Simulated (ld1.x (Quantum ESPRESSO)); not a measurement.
**Before and after: ultrasoft potential for zinc**

* Element: Zn
* Generator: ld1.x (Quantum ESPRESSO) 7.5
* Type: ultrasoft
* Functional: PBEsol
* Relativity: non-relativistic
* Frozen core: [Ne] 3s2
* Valence charge: 18
* Reference configuration: 3p6 3d10 4s1 4p1
* Partial waves: 4s (bound): rcut 1.70, rcutus 1.90 bohr; 4s channel at 1.4 Ry: rcut 1.70, rcutus 1.90 bohr; 3p (bound): rcut 1.00, rcutus 1.05 bohr; 4p (bound): rcut 1.00, rcutus 1.05 bohr; 3d (bound): rcut 1.45, rcutus 1.55 bohr; 3d channel at 2.85 Ry: rcut 1.45, rcutus 1.55 bohr
* Local potential: all-electron potential smoothed inside 1.20 bohr (lloc = -1)
* Core correction: a·sin(br)/r model core inside 1.05 bohr
* Augmentation charge: PSQ, inside the norm-conserving radii

Change: core correction none.

Cutoffs: the cutoffs (Ry, on a coarse ladder) from which the occupation-weighted sum of valence levels, in a spherical-Bessel basis at the reference potential, stays within 10 and 1 mRy of its value at 400 Ry; they do not see the model core or the augmentation charge, which bear on the density cutoff. Errors are all-electron minus pseudo energies relative to the spin-unpolarised reference configuration.

Question: How do hardness, ghosts and transferability respond?

Answer: The potential gets neither clearly harder nor softer (90 Ry and 140 Ry → 90 Ry and 140 Ry); both files keep a bound ghost (s); of the 7 tests that both files solve, the error grows in 1 and shrinks in 4 by more than 15 % and 0.3 meV (median size 3.8 → 1.1 meV).

```tsv
quantity	base	changed
cutoff, loose	90 Ry	90 Ry
cutoff, tight	140 Ry	140 Ry
bound ghosts	s	s
error for 3p6 3d10 4s2 4p0, meV [ΔE -4.91 eV]	-0.9	-0.6
error for 3p6 3d10 4s1 4p0, meV [ΔE 4.77 eV]	0.0	+0.1
error for 3p6 3d10 4s0 4p0, meV [ΔE 22.75 eV]	-3.8	+0.7
error for 3p6 3d9 4s2 4p0, meV [ΔE 13.52 eV]	-8.0	-2.6
error for 3p6 3d8 4s0 4p0, meV [ΔE 125.73 eV]	+31	+102
error for 3p5 3d10 4s2 4p0, meV [ΔE 86.02 eV]	-170	-165
error for 3p6 3d10 4s0 4p2, meV [ΔE 5.23 eV]	-1.5	-1.1
s: phases at 2.05 bohr within 0.05 rad from the reference energy up to (Ry; the scan ends near 5)	to the end of the scan	to the end of the scan
p: phases at 2.05 bohr within 0.05 rad from the reference energy up to (Ry; the scan ends near 5)	to the end of the scan	to the end of the scan
d: phases at 2.05 bohr within 0.05 rad from the reference energy up to (Ry; the scan ends near 5)	to the end of the scan	to the end of the scan
lowest overlap eigenvalue by channel	s 0.35, p 0.25, d 0.85	s 0.35, p 0.25, d 0.85
```

 A true bound ghost makes a file unfit for plane-wave use even where its test errors are small: the radial tests pick states by their node count and pass the ghost by.
